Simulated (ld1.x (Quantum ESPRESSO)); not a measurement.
## Transferability test, RRKJ potential for N (Z = 7)

nitrogen (N), norm-conserving RRKJ (Kleinman–Bylander form), made with ld1.x (Quantum ESPRESSO) 7.5 (LDA (PZ), non-relativistic). Core [He], reference 2s1.5 2p3.5. Waves: 2s (bound): rc 1.05 bohr; 2p (bound): rc 2.30 bohr. Local part: all-electron potential smoothed inside 1.65 bohr (lloc = -1). Core correction: none.

Energies are relative to the spin-unpolarised reference configuration 2s1.5 2p3.5; without spin polarisation the order of configurations can differ from experiment. Spin-polarised rows fill each open shell by Hund’s rule, majority spin first.

Give the all-electron excitation energy and the error of the potential for: 2s2 2p3; 2s2 2p2; 2s2 2p1; 2s1 2p4; 2s2 2p3.3; 2s1 2p3; 2s1 2p0; 2s1.5 2p3.5 (spin-polarised); 2s2 2p3 (spin-polarised).

```json
{"valence configuration": "2s2 2p3", "charge": "0", "ΔE all-electron (eV)": "-5.581", "error AE − PS (meV)": "-4.3"}
{"valence configuration": "2s2 2p2", "charge": "+1", "ΔE all-electron (eV)": "8.156", "error AE − PS (meV)": "+208"}
{"valence configuration": "2s2 2p1", "charge": "+2", "ΔE all-electron (eV)": "37.131", "error AE − PS (meV)": "+1163"}
{"valence configuration": "2s1 2p4", "charge": "0", "ΔE all-electron (eV)": "5.593", "error AE − PS (meV)": "-4.0"}
{"valence configuration": "2s2 2p3.3", "charge": "-0.3", "ΔE all-electron (eV)": "-7.248", "error AE − PS (meV)": "-19"}
{"valence configuration": "2s1 2p3", "charge": "+1", "ΔE all-electron (eV)": "19.576", "error AE − PS (meV)": "-42"}
{"valence configuration": "2s1 2p0", "charge": "+4", "ΔE all-electron (eV)": "161.723", "error AE − PS (meV)": "+6309"}
{"valence configuration": "2s1.5 2p3.5 (spin-polarised)", "charge": "0", "ΔE all-electron (eV)": "-3.029", "error AE − PS (meV)": "+74"}
{"valence configuration": "2s2 2p3 (spin-polarised)", "charge": "0", "ΔE all-electron (eV)": "-8.474", "error AE − PS (meV)": "+4.3"}
```

Note: ghost state, extra bound levels that the all-electron valence spectrum of the same l lacks: s at -3389.4 eV. A true bound ghost makes a file unfit for plane-wave use.
